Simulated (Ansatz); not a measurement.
Frontier orbitals of BBrH4N2, SMILES `NB(N)Br`.

```xyz
8

N     0.898    0.893   -0.157
B     0.192   -0.307    0.007
N    -1.198   -0.412    0.147
Br    1.229   -1.965    0.042
H     1.895    0.915   -0.253
H     0.456    1.795   -0.188
H    -1.656   -1.297    0.261
H    -1.816    0.379    0.142
```

The species carries charge 0 and has multiplicity 1. Correlated methods include outer-core shells of Br, which these sets cover unevenly. Scalar relativity is left out up to krypton. The structure was optimised at the PBE0-D4/def2-TZVP level. It is one conformer, not always the lowest. Basis def2-TZVPP, the Gaussian-basis code of Ansatz.

A caution on the coupled-cluster cation, which keeps the state that its UHF reference found: spin contamination of the cation.

```csv
functional,HOMO (eV),LUMO (eV),gap (eV)
PBE,-6.00,-0.12,5.88
BLYP,-5.87,-0.17,5.70
PBE0,-7.43,0.67,8.10
B3LYP,-7.18,0.31,7.49
r2SCANh,-6.85,0.88,7.73
LC-ωPBE,-10.30,2.67,12.97
ωB97X-V,-9.90,2.46,12.36
ωB97M-V,-9.80,1.95,11.75
HF,-10.79,3.07,13.86
```

Task: What is the vertical ionisation energy at frozen-core CCSD(T)/def2-TZVPP? (Estimate.)

Result: The calculation gave: 9.80 eV (T1 of the cation 0.029).

Against PBE, PBE0 changes HOMO and LUMO by −1.44 and +0.79 eV, ωB97M-V by −3.81 and +2.07 eV. A gap of 5.87 eV thus becomes 11.76 eV for the same molecule, so an orbital gap means little without its functional. A positive LUMO is unbound and depends on the basis. −ε(HOMO) differs from that ionisation energy by −3.81 eV with PBE and +0.00 eV with ωB97M-V.

B3LYP here is the variant with VWN-RPA as its local correlation; programs differ in this. LC-ωPBE has ω = 0.4 bohr⁻¹.
